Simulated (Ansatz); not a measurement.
Consider the substitution at a C–B bond: `CB(C)Cl` + `OC(O)[SeH]` → `COC(O)[SeH]` + `CBCl`.

Calculated with Ansatz (gas phase, PBE0-D4/def2-TZVP geometries, no zero-point term in ΔE). CCSD(T)/CBS adds triple-zeta CCSD(T) − MP2 to the extrapolated MP2 energy (def2 sets, frozen cores). DFT in def2-TZVPP. B3LYP here is the variant with VWN-RPA as its local correlation; programs differ in this. For Se outer-core shells are correlated without core-valence functions, which leaves a few kJ/mol of doubt a bond. Scalar relativity is left out up to krypton. One conformer a species, not always the lowest.

| level | ΔE (kcal/mol) |
| --- | --- |
| r2SCAN-D4 | 23.8 |
| B97M-V | 23.7 |
| B3LYP-D4 | 21.6 |
| BHLYP | 21.0 |

Task: What does CCSD(T)/CBS give? (Estimate.)

Result: Ansatz gave: +22.3 kcal/mol. The listed levels differ from it by 1.5, 1.4, -0.7, -1.3 kcal/mol.

Largest T1 diagnostic among the species: 0.011.

In def2-TZVPP, CCSD(T) changes the Hartree–Fock value by +2.2 kcal/mol (the triples alone add +0.2 kcal/mol) and MP2 by +3.5 kcal/mol. Leaving LDA and LC-ωPBE aside and taking each functional with its dispersion term where it has one, the values, not all of them listed here, spread over 2.8 kcal/mol, from CAM-B3LYP-D4 to r2SCAN-D4. At CCSD(T), def2-SVP lies −2.8 kcal/mol from the extrapolated value and def2-TZVPP −0.9 kcal/mol.
